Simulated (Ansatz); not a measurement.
The first iterations of a band of a periodic cell of 17 atoms, Si$_{16}$Ge (host Si, host structure diamond, interstitial Ge).

These are results of Ansatz 0.2.0, DFT PBEsol, scalar-relativistic, plane waves, PAW, not measurements. Settings: PAW set soft_1, cutoff 420 eV, k mesh 2x2x2, gaussian smearing 0.05 eV, no spin polarisation.

| Item | Value |
| --- | --- |
| movable images | 5 |
| climbing image | yes |
| spring | 10.0 eV/Å² |
| optimiser | lbfgs |
| start path | IDPP |
| force threshold | 0.05 eV/Å |
| iteration limit | 37 |
| end points | relaxed |

First end point:

```xyz
17
Lattice="0.0000 5.4300 5.4300 5.4300 0.0000 5.4300 5.4300 5.4300 0.0000" Properties=species:S:1:pos:R:3
Si 0.000 -0.050 0.001
Si 1.401 1.314 1.401
Si 2.763 2.713 0.001
Si 4.064 4.079 1.367
Si 2.716 -0.006 2.718
Si 4.031 1.316 4.031
Si 5.430 2.713 2.668
Si 6.826 4.110 4.034
Si 0.000 2.713 2.764
Si 1.367 4.080 4.064
Si 2.715 5.429 2.716
Si 4.064 6.777 4.065
Si 2.667 2.713 5.431
Si 4.032 4.112 6.828
Si 5.430 5.475 5.431
Si 6.796 6.778 6.796
Ge 5.431 2.707 5.435
```

Last end point:

```xyz
17
Lattice="0.0000 5.4300 5.4300 5.4300 0.0000 5.4300 5.4300 5.4300 0.0000" Properties=species:S:1:pos:R:3
Si 0.008 0.009 0.009
Si 1.357 1.357 1.358
Si 2.706 2.707 0.008
Si 4.072 4.072 1.309
Si 2.706 0.008 2.707
Si 4.072 1.309 4.073
Si 5.470 2.675 2.675
Si 6.833 4.072 4.072
Si 0.007 2.706 2.706
Si 1.308 4.072 4.073
Si 2.673 5.472 2.673
Si 4.071 6.835 4.072
Si 2.672 2.672 5.473
Si 4.071 4.072 6.835
Si 5.469 5.469 5.469
Si 6.783 6.786 6.787
Ge 4.065 4.070 4.072
```

| iteration | highest image above the first end (eV) | largest band force component (eV/Å) |
| --- | --- | --- |
| 1 | 1.221 | 2.697 |
| 2 | 0.924 | 1.476 |
| 3 | 0.673 | 0.523 |
| 4 | 0.627 | 0.334 |
| 5 | 0.615 | 0.247 |
| 6 | 0.546 | 0.549 |
| 7 | 0.530 | 0.350 |
| 8 | 0.496 | 0.216 |

Problem. Does the band converge within its limit, and where does its top end?

Solution. It converged. It ended after 26 iterations with the highest image 0.345 eV above the first end. By the program's own check the climbing image is of a kind that is not told: the force calls were inconclusive, a negative curvature could not be distinguished from the path's own, the only one lies far off the path, or fixed occupations may fill a level only in part (lowest curvatures found: 0.01 and 0.47 eV/Å²). Limits of this set-up: coarse k mesh, PAW files made for another functional, a small cell, in which the defect meets its images.

Time of the run: 19 min on 1 thread of Arm Neoverse V1, on a shared host, peak memory 0.92 GiB.
